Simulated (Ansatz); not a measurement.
`S[SiH2][SnH2][SH]` and `[SiH3][SnH2][SH]` differ in one atom or group.

Ansatz, PBE0-D4/def2-TZVP geometries, multiplicity 1. Each molecule was computed in one conformer, which needn't be the lowest.

Elements past krypton have def2 core potentials.

```json
{"property": "HOMO energy (B3LYP/def2-TZVPP) / eV", "`S[SiH2][SnH2][SH]`": "-6.97"}
{"property": "size of the dipole moment (PBE/def2-TZVPP) / D", "`S[SiH2][SnH2][SH]`": "1.75"}
{"property": "HOMO–LUMO gap (PBE/def2-TZVPP) / eV", "`S[SiH2][SnH2][SH]`": "4.22"}
{"property": "HOMO–LUMO gap (PBE0/def2-TZVPP) / eV", "`S[SiH2][SnH2][SH]`": "6.10"}
{"property": "LUMO energy (PBE0/def2-TZVPP) / eV", "`S[SiH2][SnH2][SH]`": "-1.10"}
{"property": "zero-point energy (PBE0-D4/def2-TZVP) / kJ/mol", "`S[SiH2][SnH2][SH]`": "131.3"}
```

Problem. Give the same properties after the change, and the shifts. (Estimate.)

Solution. Computed: 
| property | `[SiH3][SnH2][SH]` | shift |
| --- | --- | --- |
| HOMO energy (B3LYP/def2-TZVPP) / eV | -6.93 | 0.04 |
| size of the dipole moment (PBE/def2-TZVPP) / D | 1.40 | -0.35 |
| HOMO–LUMO gap (PBE/def2-TZVPP) / eV | 4.42 | 0.20 |
| HOMO–LUMO gap (PBE0/def2-TZVPP) / eV | 6.44 | 0.34 |
| LUMO energy (PBE0/def2-TZVPP) / eV | -0.75 | 0.35 |
| zero-point energy (PBE0-D4/def2-TZVP) / kJ/mol | 123.6 | -7.7 |

The zero-point energy changes by -7.7 kJ/mol with -3 modes. Dipoles are sizes alone; their direction can turn.

Positive LUMOs are unbound, so they and the gaps depend on the basis.

B3LYP here is the variant with VWN-RPA as its local correlation; programs differ in this.
